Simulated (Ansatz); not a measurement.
The same path of C2H6OSSi (11 atoms, charge 0, multiplicity 1) was run twice with different band settings. The coordinate that changes most is the dihedral C1–C2–O3–H8.

All numbers below come from RKS PBE0-D4/STO-3G in Ansatz 0.2.0.

Relaxed end points:

```xyz
11
Properties=species:S:1:pos:R:3
C 0.430 0.240 1.906
C 0.401 0.326 0.565
O 1.007 1.396 -0.102
Si -0.431 -0.943 -0.554
S -0.149 -0.013 -2.455
H -0.041 -0.590 2.432
H 0.925 0.993 2.521
H 0.797 1.173 -1.100
H -1.833 -1.135 -0.257
H 0.249 -2.218 -0.555
H -1.289 0.715 -2.380
```

```xyz
11
Properties=species:S:1:pos:R:3
C -0.115 0.716 1.477
C 0.501 0.189 0.407
O 1.795 0.560 0.000
Si -0.282 -1.104 -0.705
S -0.709 -0.356 -2.640
H -1.119 0.408 1.768
H 0.363 1.471 2.108
H 2.072 1.258 0.690
H -1.479 -1.553 -0.029
H 0.626 -2.215 -0.869
H -1.588 0.570 -2.188
```

Common settings: spring 5.0 eV/Å²; optimiser quadratic models (default); start path IDPP; force threshold 0.05 eV/Å; iteration limit 60; end points relaxed.

| run | movable images | climbing image |
| --- | --- | --- |
| 1 | 7 | yes |
| 2 | 2 | no |

Task: What does each run give, and how far can it be trusted?

Result: Run 1: converged after 16 iterations, highest image 0.519 eV above the first end. A vibrational analysis at the climbing image gives one clearly imaginary mode, 505i cm⁻¹: a first-order saddle point.
Run 2: converged after 9 iterations, highest image 0.211 eV above the first end. The dihedral C1–C2–O3–H8 jumps by 148° between images 1 and 2, so the path isn't resolved there. No image climbed, so the highest image needn't sit at the top of the path. A band with more images between the same ends climbed to 0.52 eV, so this one has probably stepped over the top. So few images can step over the top or miss a turn of the path.
Limits of this set-up: minimal basis.
